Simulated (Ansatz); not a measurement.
Calculated with Ansatz (gas phase, PBE0-D4/def2-TZVP geometries, no zero-point term in ΔE). CBS: MP2 limit from def2 TZ/QZ plus the TZ coupled-cluster correction, frozen cores. This one scheme is used for every species. Functionals use def2-TZVPP. Each species was taken in one conformer, which may not be the lowest.

Reaction (substitution at a C–Si bond): `C[SiH](O)CS` + CH₃OH → `COCS` + `C[SiH2]O`

`C[SiH](O)CS`:

Cartesian coordinates in Å:
```
C -0.902 -1.053 0.973
Si -0.724 0.128 -0.457
O -0.403 -0.644 -1.876
C 0.673 1.346 -0.127
S 2.289 0.524 -0.266
H -1.704 -1.768 0.771
H -1.153 -0.517 1.893
H 0.012 -1.626 1.151
H -2.000 0.862 -0.659
H 0.529 -0.841 -2.010
H 0.595 1.876 0.824
H 0.681 2.101 -0.918
H 2.107 -0.388 0.702
```

CH₃OH:

Cartesian coordinates in Å:
```
C -0.047 0.129 0.329
O 0.669 -0.343 -0.790
H 0.687 0.375 1.097
H -0.728 -0.627 0.739
H -0.623 1.035 0.105
H 0.041 -0.569 -1.480
```

`COCS`:

Cartesian coordinates in Å:
```
C 0.293 -1.303 0.417
O 0.562 0.050 0.693
C 0.287 0.905 -0.362
S -1.479 1.120 -0.765
H 0.889 -1.657 -0.435
H -0.768 -1.460 0.197
H 0.567 -1.871 1.305
H 0.710 1.875 -0.106
H 0.737 0.554 -1.300
H -1.798 1.786 0.356
```

`C[SiH2]O`:

Z-matrix (Å, degrees):
```
C
Si 1 1.863
H 1 1.093 2 111.0
H 1 1.094 2 110.2 3 119.8
H 1 1.093 2 111.5 3 -120.7
O 2 1.652 1 112.6 3 57.7
H 2 1.492 1 108.9 3 -179.5
H 2 1.483 1 110.6 3 -59.4
H 6 0.957 2 117.7 1 68.6
```

```tsv
level	ΔE (kJ/mol)
PBE0-D4	69.9
ωB97M-V	69.9
```

Q: What does CCSD(T)/CBS give? (Best estimate.)

A: Computed: +72.5 kJ/mol. The listed levels differ from it by -2.6, -2.6 kJ/mol.

Largest T1 diagnostic among the species: 0.011.

From PBE to PBE0 (25 % exact exchange), in def2-TZVPP and without D4, ΔE moves by +4.6 kJ/mol. In def2-TZVPP, CCSD(T) changes the Hartree–Fock value by +12.5 kJ/mol (the triples alone add +0.4 kJ/mol) and MP2 by +17.7 kJ/mol.
